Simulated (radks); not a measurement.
Values are calculated unless marked as measured or tabulated.
Task: Coherent X-ray form factor from a spherical all-electron density. Level of theory: non-relativistic Kohn-Sham, SCAN, spin-polarised, spherical densities, point nucleus; meta-GGA in the generalised Kohn-Sham scheme (a radial shooting solver on a logarithmic mesh with Libxc functionals).

sin(theta)/lambda (1/angstrom)  f0 (electrons)
0.05                                    16.639
0.1                                     15.655
0.15                                    14.286
0.2                                     12.807
0.25                                    11.425
0.3                                     10.252
0.4                                      8.590
0.5                                      7.575
0.6                                      6.856
0.8                                      5.613
1                                        4.436
1.25                                     3.232
1.5                                      2.414
2                                        1.606

The species is in the configuration that NIST lists as its ground one. Which atom or ion scatters so?

Result: The argon ion Ar+, [Ne] 3s2 3p5. Extrapolating in s^2 from the first two rows gives f0(0) = 17.0, near the electron count 17; among species with that count, the fall with angle is slower the higher Z, and the table is that of Z = 18; from so few rows the species is fixed only to a neighbour or two.
